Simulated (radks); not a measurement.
Dipole-allowed excitations along the series with 10 electrons in [Ne]. Calculated with a radial shooting solver on a logarithmic mesh with Libxc functionals: non-relativistic Kohn-Sham, LB94 model potential, spin-polarised, spherical densities, point nucleus. Time-dependent linear response with the Hartree and adiabatic LDA kernel, continuum included through the Sternheimer equations. Lines are the poles of the dipole polarisability below minus the highest occupied eigenvalue, found on a grid refined at the orbital gaps; the lowest seven at most are given, and weak or close lines can be missed. The first line takes the name of the lowest orbital gap if no other gap lies below it; otherwise a line is named after a gap within 0.6 % of it, if that gap stands alone.

Mg2+: -e(HOMO) (eV) 78.304; lowest orbital gap (eV) 2p-3s 51.796; first line (eV) 52.031 (2p-3s); f 0.219; strongest line (eV) 65.007 (2p-3d); its f 0.519; static alpha (bohr^3) 0.4979
Al3+: -e(HOMO) (eV) 117.34; lowest orbital gap (eV) 2p-3s 74.819; first line (eV) 75.146 (2p-3s); f 0.221; strongest line (eV) 93.144 (unassigned); its f 0.829; static alpha (bohr^3) 0.2790
Si4+: -e(HOMO) (eV) 163.29; lowest orbital gap (eV) 2p-3s 101.63; first line (eV) 102.05 (2p-3s); f 0.220; strongest line (eV) 125.13 (unassigned); its f 1.11; static alpha (bohr^3) 0.1703
P5+: -e(HOMO) (eV) 216.11; lowest orbital gap (eV) 2p-3s 132.23; first line (eV) 132.74 (2p-3s); f 0.217; strongest line (eV) 160.96 (unassigned); its f 1.37; static alpha (bohr^3) 0.1105
